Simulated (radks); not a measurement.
The numbers below are computed, except where a source is named.
Valence configurations of Zr II (all share [Kr]). Code: a radial shooting solver on a logarithmic mesh with Libxc functionals. Model: non-relativistic Kohn-Sham, r2SCAN, spin-polarised, spherical densities, point nucleus; open shells are filled with parallel spins first (spin-orbit coupling, left out, can overturn this in heavy ions); meta-GGA in the generalised Kohn-Sham scheme; relativity is left out, which matters for an element this heavy. Energies are relative to 4d2 5s1; eigenvalues in eV for spin up.

| valence | E (eV) | moment (Bohr magnetons) | e(4d) | e(5p) | e(5s) |
|---|---|---|---|---|---|
| 4d2 5s1 | 0.000 | 3 | -10.966 | - | -10.439 |
| 5s1 5p2 | 11.420 | 3 | - | -9.545 | -13.954 |
| 4d1 5s1 5p1 | 5.027 | 3 | -13.848 | -8.162 | -12.272 |
| 5s1.5 5p1.5 | 10.542 | 2 | - | -9.201 | -13.549 |
| 4d1.5 5s1.5 | 1.451 | 2 | -11.968 | - | -10.822 |
| 4d3 | -0.361 | 3 | -8.888 | - | - |
| 4d2 5p1 | 3.741 | 3 | -11.799 | -7.122 | - |
| 4d1 5s2 | 2.617 | 1 | -12.911 | - | -11.087 |
| 4d0.5 5s1 5p1.5 | 8.049 | 3 | -15.258 | -8.852 | -13.117 |
| 4d0.5 5s1.5 5p1 | 7.181 | 2 | -14.870 | -8.499 | -12.695 |

NIST lists [Kr] 4d2 5s1 as the ground configuration; this level of theory puts 4d3 lower, by 0.361 eV. The energies are those of spherical high-spin densities, not of single terms. Relativity is left out, which favours d and f over s occupation in heavy atoms.
